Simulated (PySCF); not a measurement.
H5PSi, SMILES [SiH3]P.

The structure is a stationary point at PBE0-D3(BJ)/def2-TZVP.

Computed with B3LYP/def2-TZVPD (PySCF).

The total energy is -633.90941 hartree and the point group is Cs. The highest occupied level comes out as -7.43 eV and the lowest empty level comes out as -0.29 eV. The orbital gap is 7.14 eV. The dipole moment comes out as 0.123 e·Å, the quadrupole, principal values (traceless, Buckingham form, about the centre of nuclear charge) is -3.06, 1.18, 1.89 D·Å and the mean static polarisability comes out as 59.8 bohr³ (8.86 Å³). The polarisability, principal values is 52.9, 53.5, 73.0 bohr³.
